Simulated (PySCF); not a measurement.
Correlation energy of Au²⁺ (gold, charge +2)

[Xe] 4f14 5d8 6p1, one real determinant (an excited configuration). Calculation: PySCF 2.14, in def2-QZVPPD with the def2 core potential (60 electrons) (7s5p4d4f2g, 88 functions); scalar relativity through the core potential. Frozen: 5s2 5p6; 9 electrons correlated.

| level | correlation energy (mhartree) |
| --- | --- |
| CCSD | -230.50 |
| (T) | -8.12 |
| CCSD(T) | -238.62 |

Diagnostics: T1 = 0.0093, D1 = 0.0354, largest double amplitude 0.046.

The real determinant used has ⟨L²⟩ near 14 against 20 for a pure G term, so it mixes terms. Spin-orbit coupling, absent here, splits the open shell strongly.

Cost of the coupled-cluster step: roughly 60 core-seconds, for 9 correlated electrons.

Iterations:

```
CC2 = 0
CCSD nocc = (np.int64(6), np.int64(3)), nmo = (84, 84)
frozen orbitals [[0, 1, 2, 3], [0, 1, 2, 3]]
max_cycle = 100
direct = 0
conv_tol = 1e-08
conv_tol_normt = 1e-06
diis_space = 8
diis_start_cycle = 0
Init t2, MP2 energy = -0.232134620573638
Init E_corr(UCCSD) = -0.232134620584915
cycle = 1  E_corr(UCCSD) = -0.226518943499449  dE = 0.00561567709  norm(t1,t2) = 0.0373382
cycle = 2  E_corr(UCCSD) = -0.228728568880181  dE = -0.00220962538  norm(t1,t2) = 0.0180864
cycle = 3  E_corr(UCCSD) = -0.230081502159057  dE = -0.00135293328  norm(t1,t2) = 0.0118541
cycle = 4  E_corr(UCCSD) = -0.23035532083813  dE = -0.000273818679  norm(t1,t2) = 0.00558761
cycle = 5  E_corr(UCCSD) = -0.230370539443304  dE = -1.52186052e-05  norm(t1,t2) = 0.00358919
cycle = 6  E_corr(UCCSD) = -0.230493687797829  dE = -0.000123148355  norm(t1,t2) = 0.0021491
cycle = 7  E_corr(UCCSD) = -0.230478872663152  dE = 1.48151347e-05  norm(t1,t2) = 0.000985067
cycle = 8  E_corr(UCCSD) = -0.230492447328631  dE = -1.35746655e-05  norm(t1,t2) = 0.000683011
cycle = 9  E_corr(UCCSD) = -0.230501270682484  dE = -8.82335385e-06  norm(t1,t2) = 0.000405886
cycle = 10  E_corr(UCCSD) = -0.230498934841788  dE = 2.3358407e-06  norm(t1,t2) = 0.000212381
cycle = 11  E_corr(UCCSD) = -0.23050002357677  dE = -1.08873498e-06  norm(t1,t2) = 8.13673e-05
cycle = 12  E_corr(UCCSD) = -0.230500386521248  dE = -3.62944478e-07  norm(t1,t2) = 2.60587e-05
cycle = 13  E_corr(UCCSD) = -0.230500247827322  dE = 1.38693925e-07  norm(t1,t2) = 8.50735e-06
cycle = 14  E_corr(UCCSD) = -0.230500067193547  dE = 1.80633776e-07  norm(t1,t2) = 3.86267e-06
cycle = 15  E_corr(UCCSD) = -0.230500133151635  dE = -6.59580882e-08  norm(t1,t2) = 1.42398e-06
cycle = 16  E_corr(UCCSD) = -0.230500162625618  dE = -2.94739825e-08  norm(t1,t2) = 4.33753e-07
cycle = 17  E_corr(UCCSD) = -0.230500167848662  dE = -5.22304394e-09  norm(t1,t2) = 1.97494e-07
UCCSD converged
E(UCCSD) = -133.5901389804167  E_corr = -0.2305001678486615
UCCSD(T) correction = -0.00812421480778097
```

The reference is one real determinant that mixes LS terms of this configuration.
